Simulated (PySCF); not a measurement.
H₃OSi, SMILES [SiH3][O], multiplicity 2. Geometry optimised at B3LYP-D3(BJ)/def2-TZVP. The isomer is the one that the SMILES or the coordinates give; other isomers of the formula were not compared.

Calculation: B3LYP-D3(BJ)/def2-TZVP run with PySCF.

Harmonic wavenumbers (cm⁻¹): 525, 543, 834, 889, 902, 997, 2162, 2226, 2227. Rotational constants (GHz): 85.21, 14.74, 14.73; symmetry number 1.

Question: Work out the zero-point energy and the ideal-gas rigid-rotor harmonic-oscillator thermochemistry at 298.15 K and 1 atm.

Answer: ZPE = ½ Σ hcν = ½ × 11304 cm⁻¹ = 67.61 kJ/mol. H − E(el) = 79.15 kJ/mol. Entropy in J/(mol K): translation 156.79, rotation 85.32, vibration 7.20, spin 5.76, total 255.07. G − E(el) = 3.10 kJ/mol. Cp = 51.49 J/(mol K).
